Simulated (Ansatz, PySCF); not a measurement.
Species: sum formula SiOBr, net charge 0, doublet state. It need not be the lowest isomer of its formula. SMILES: O=[Si]Br
Coordinates optimised at B3LYP-D3(BJ)/def2-TZVP (Ansatz, a quantum-chemistry and plane-wave program):
```xyz
3

Si     1.2025    -0.3392    -0.2212
O      1.7514    -0.1053    -1.6256
Br    -0.8813     0.1597     0.4601
```
Charge 0, spin multiplicity 2.

Quantity: atomisation energy (electronic, to ground-state atoms), in kJ/mol. Correlated levels leave the core frozen unless marked. UHF or UKS for open shells. No spin-orbit coupling. Frozen are the shells of the preceding noble gas and the d and f shells that filled before the atom's block. No relativistic terms. The coupled-cluster limit lacks core correlation, which all-electron functionals hold. CBS(X,Y): correlation extrapolated as X^-3; Hartree-Fock from the larger set. [CCSD(T)-MP2]/basis is that difference in the basis named.

```json
[
 {"level": "PBE/def2-TZVPD", "program": "Ansatz", "atomisation energy (kJ/mol)": "985.3"},
 {"level": "PBE-D4/def2-TZVPD", "program": "Ansatz + dftd4", "atomisation energy (kJ/mol)": "992.6"},
 {"level": "M06-L-D4/def2-TZVPD", "program": "PySCF + dftd4", "atomisation energy (kJ/mol)": "933.8"},
 {"level": "r2SCAN/def2-TZVPD", "program": "Ansatz", "atomisation energy (kJ/mol)": "959.2"},
 {"level": "PBE0/def2-TZVPD", "program": "Ansatz", "atomisation energy (kJ/mol)": "919.2"},
 {"level": "BHLYP-D4/def2-TZVPD", "program": "Ansatz + dftd4", "atomisation energy (kJ/mol)": "845.7"},
 {"level": "SCS-MP2/def2-SVP", "program": "Ansatz", "atomisation energy (kJ/mol)": "826.3"},
 {"level": "RI-MP2/CBS(def2-TZVPPD,def2-QZVPPD)+[CCSD(T)-MP2]/def2-TZVPPD", "program": "Ansatz", "atomisation energy (kJ/mol)": "[?]"}
]
```

Problem. What belongs in the gaps?

Solution. 
- RI-MP2/CBS(def2-TZVPPD,def2-QZVPPD)+[CCSD(T)-MP2]/def2-TZVPPD, atomisation energy (kJ/mol): 926.2
